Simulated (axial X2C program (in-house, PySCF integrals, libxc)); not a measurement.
## Spin–orbit effects down a group: molecules with Rb, MP2

Computed with an in-house all-electron X2C program for linear molecules (integrals from PySCF), spin-free (one-electron X2C) or two-component (2c: spin–orbit coupling with atomic mean-field Coulomb and Gaunt terms, which also bring small scalar terms), in Dyall basis sets with cores contracted in-house; open shells are unrestricted.

Basis sets: Be dyall-cv3z, Ca dyall-cv3z, Rb dyall-cv3z, Sr dyall-cv3z. Frozen shells (counts by l): RbBe Rb 3s2p1d, Be 1s, 11 electrons correlated; RbCa Rb 3s2p1d, Ca 3s2p, 11 electrons correlated; RbSr Sr 4s3p1d, Rb 3s2p1d, 11 electrons correlated. Where the outer core of a metal is frozen, bonds come out longer and ionisation energies lower.

| molecule | spin-free state | Re (Å) | ωe (cm⁻¹) | De (eV) | 2c state | Re 2c (Å) | ωe 2c (cm⁻¹) | De 2c (eV) |
| --- | --- | --- | --- | --- | --- | --- | --- | --- |
| RbBe | M_S = 1/2, Λ = 0 | 3.710 | 96.6 | n/a | Ω = 1/2 | 3.710 | 96.6 | n/a |
| RbCa | M_S = 1/2, Λ = 0 | 4.495 | 48.0 | 0.02 | Ω = 1/2 | 4.497 | 48.1 | 0.02 |
| RbSr | M_S = 1/2, Λ = 0 | 4.742 | 33.4 | 0.03 | Ω = 1/2 | 4.740 | 34.0 | 0.03 |

Question: Work out the shifts from the spin-free to the two-component result.

Answer: 

```
molecule  2c state  ΔRe (Å)  Δωe (cm⁻¹)  ΔDe (eV)
    RbBe   Ω = 1/2    0.000         0.0       n/a
    RbCa   Ω = 1/2    0.002         0.1      0.00
    RbSr   Ω = 1/2   -0.002         0.6      0.00
```

Shifts of one unit in the last digit are rounding.

Each entry is the lowest single determinant of a limited PBE0 search at one distance. De goes to single-determinant-based atoms at the same level (for ions the charge split of lowest energy) and is withheld (n/a) where an atom does not fit its ground term or J level. Main or longest-lived isotopes. One determinant is a doubtful description, or other states lie close, for RbBe, RbCa, RbSr; these need not be ground states, and all values refer to the states named.
